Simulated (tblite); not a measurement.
Species: C₈H₁₃BO.
SMILES with atom numbers: `[CH2:1]=[C:2]([BH:3][CH3:4])[C:5](=[CH2:6])/[CH:7]=[CH:8]/[O:9][CH3:10]` (hydrogens: H11, H12 on C1; H13 on B3; H14, H15, H16 on C4; H17, H18 on C6; H19 on C7; H20 on C8; H21, H22, H23 on C10)

Computed with GFN2-xTB (tblite), gas phase: L-BFGS steps from a force-field or distance-geometry start until the largest atomic force falls under 0.01 eV/Å.

Step 50: E = -787.8071 eV
```
atom  x, y, z in Å  |  force x, y, z in eV/Å
C1     -1.3880   -0.8911    0.9936    0.023   0.017   0.008
C2     -1.2828    0.1029    0.1088    0.087   0.073   0.011
B3     -2.5914    0.7758   -0.4454   -0.060  -0.062  -0.079
C4     -3.5341   -0.1060   -1.3494    0.022  -0.021  -0.043
C5     -0.0044    0.5626   -0.4582    0.086   0.051  -0.053
C6     -0.0408    1.4939   -1.4246   -0.011   0.037  -0.019
C7      1.3193    0.0413   -0.1074    0.050   0.014   0.021
C8      1.7562   -0.3734    1.0823   -0.093   0.065  -0.010
O9      3.0100   -0.7790    1.4092   -0.043   0.029  -0.049
C10     4.0140   -0.6605    0.4307    0.053   0.007  -0.016
H11    -0.5534   -1.4237    1.4087    0.051  -0.071  -0.042
H12    -2.3574   -1.1897    1.3513   -0.083  -0.069   0.036
H13    -2.8956    1.8724   -0.1661    0.011   0.004   0.054
H14    -4.3988   -0.4315   -0.7677    0.053   0.031   0.018
H15    -3.0378   -1.0017   -1.7167   -0.069  -0.022  -0.009
H16    -3.9438    0.4265   -2.2068    0.025   0.055   0.051
H17     0.8586    1.8607   -1.8946   -0.034  -0.022   0.001
H18    -0.9645    1.9411   -1.7489   -0.021  -0.041  -0.014
H19     2.0219    0.1037   -0.9318   -0.037  -0.030   0.091
H20     1.1327   -0.4003    1.9639    0.025   0.013   0.000
H21     4.9273   -1.0372    0.8878   -0.004  -0.029   0.012
H22     4.1621    0.3882    0.1486   -0.029  -0.029  -0.033
H23     3.7859   -1.2482   -0.4656   -0.002   0.003   0.064
```

Step 51: E = -787.8106 eV
```
atom  x, y, z in Å  |  force x, y, z in eV/Å
C1     -1.3801   -0.8985    0.9903    0.008  -0.012   0.000
C2     -1.2859    0.0977    0.1066    0.101   0.096   0.049
B3     -2.5953    0.7751   -0.4423   -0.033  -0.057  -0.051
C4     -3.5379   -0.1015   -1.3515    0.046   0.002  -0.019
C5     -0.0094    0.5637   -0.4607    0.097   0.010  -0.059
C6     -0.0434    1.4912   -1.4306    0.003   0.028   0.002
C7      1.3154    0.0444   -0.1078    0.052   0.019   0.000
C8      1.7534   -0.3638    1.0828   -0.064   0.055   0.039
O9      3.0072   -0.7684    1.4136   -0.026   0.057  -0.054
C10     4.0134   -0.6604    0.4351    0.021   0.003  -0.026
H11    -0.5424   -1.4341    1.3959    0.077  -0.045  -0.055
H12    -2.3423   -1.2090    1.3568   -0.110  -0.040   0.014
H13    -2.8950    1.8719   -0.1534    0.011  -0.029   0.034
H14    -4.4012   -0.4250   -0.7661    0.052   0.024  -0.016
H15    -3.0406   -0.9965   -1.7203   -0.092  -0.014  -0.006
H16    -3.9439    0.4364   -2.2076    0.010   0.035   0.061
H17     0.8616    1.8474   -1.8975   -0.045   0.010  -0.015
H18    -0.9631    1.9448   -1.7572   -0.022  -0.053  -0.017
H19     2.0212    0.1029   -0.9291   -0.048  -0.025   0.060
H20     1.1319   -0.3842    1.9653    0.004   0.007   0.017
H21     4.9255   -1.0409    0.8920   -0.022  -0.031   0.017
H22     4.1699    0.3848    0.1438   -0.042  -0.028  -0.012
H23     3.7761   -1.2510   -0.4562    0.020  -0.013   0.039
```

**Question.** Estimate the geometry and energy of step 52. (The exact step hangs on the optimiser's Hessian estimate; all steps are aligned on step 51, rigid shifts and turns removed.)

**Answer.** E = -787.8135 eV, largest force 0.129 eV/Å
```
atom  x, y, z in Å  |  force x, y, z in eV/Å
C1     -1.3735   -0.9075    0.9859    0.003  -0.032  -0.009
C2     -1.2864    0.0933    0.1054    0.071   0.077   0.075
B3     -2.5980    0.7740   -0.4392    0.024  -0.030   0.005
C4     -3.5399   -0.0960   -1.3538    0.057   0.025   0.011
C5     -0.0119    0.5622   -0.4653    0.057  -0.023  -0.038
C6     -0.0456    1.4881   -1.4362    0.013   0.011   0.017
C7      1.3122    0.0429   -0.1111    0.056   0.008   0.042
C8      1.7501   -0.3517    1.0845   -0.034   0.056   0.020
O9      3.0041   -0.7552    1.4178   -0.003   0.064  -0.028
C10     4.0130   -0.6580    0.4399   -0.001  -0.009  -0.022
H11    -0.5323   -1.4488    1.3795    0.066  -0.007  -0.067
H12    -2.3314   -1.2264    1.3607   -0.082  -0.002  -0.020
H13    -2.8948    1.8695   -0.1363    0.009  -0.062   0.008
H14    -4.4020   -0.4163   -0.7646    0.041   0.014  -0.040
H15    -3.0438   -0.9912   -1.7232   -0.102  -0.016  -0.018
H16    -3.9435    0.4474   -2.2072    0.000   0.018   0.058
H17     0.8639    1.8329   -1.9010   -0.039   0.053  -0.045
H18    -0.9620    1.9480   -1.7627   -0.020  -0.062  -0.020
H19     2.0185    0.0898   -0.9319   -0.044  -0.018   0.039
H20     1.1309   -0.3598    1.9692    0.000   0.005   0.003
H21     4.9233   -1.0487    0.8948   -0.071  -0.009   0.010
H22     4.1790    0.3853    0.1457   -0.041  -0.036  -0.001
H23     3.7653   -1.2468   -0.4490    0.041  -0.024   0.018
```

The energy changes by -0.0029 eV. The first-order estimate −F·Δx gives -0.0042 eV and the mean of the old and new forces, exact on a quadratic surface, -0.0029 eV. The step makes an angle of 79° with the force vector and moves no atom by more than 0.025 Å.

What follows is the cost of the whole relaxation. On Arm Neoverse N1, one thread, shared host with 64 logical CPUs at a one-minute load of 61, this took 2.8 s wall.
